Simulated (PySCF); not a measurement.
RuH₃ + O₂ → HRuO + H₂O

Level: PBE0 in the def2-TZVP basis family, computed in PySCF with density fitting; scalar-relativistic core potentials for atoms from Rb on, none lighter, no spin–orbit coupling; open shells unrestricted.

| species | state and structure | E (Eh) | ZPE (kJ/mol) | H(298 K) − H(0) (kJ/mol) | S° (J/(mol K)) |
| --- | --- | --- | --- | --- | --- |
| RuH₃ | doublet, C3v, Ru–H 1.558 Å (×3); H–Ru–H 100.8° (×3) | -96.59323 | 51.4 | 10.8 | 235.4 |
| O₂ | triplet, D∞h, O–O 1.193 Å | -150.23561 | 10.3 | 8.7 | 204.9 |
| HRuO | quartet, Cs, Ru–H 1.590 Å, Ru–O 1.672 Å; H–Ru–O 104.0° | -170.59274 | 21.7 | 10.5 | 265.2 |
| H₂O | singlet, C2v, O–H 0.960 Å (×2); H–O–H 105.1° | -76.37736 | 56.5 | 9.9 | 188.7 |

(1) What is the electronic reaction energy?

(2) Add zero-point, thermal and entropy terms for 298.15 K and 1 bar.

Results:

(1) At PBE0/def2-TZVP, ΔE = -370.9 kJ/mol from the differences of the total energies times 2625.5, downhill. 

(2) ΔZPE = 16.5 and Δ[H(298) − H(0)] = 0.9 kJ/mol give ΔH° = -353.5 kJ/mol. ΔS° = 13.6 J/(mol K), so ΔG° = -353.5 − 298.15 × (0.0136) = -358 kJ/mol.

Open d or f shells are single determinants, so the state found may not be the ground state. The structures come from searches over a few start shapes, so lower isomers are not excluded.
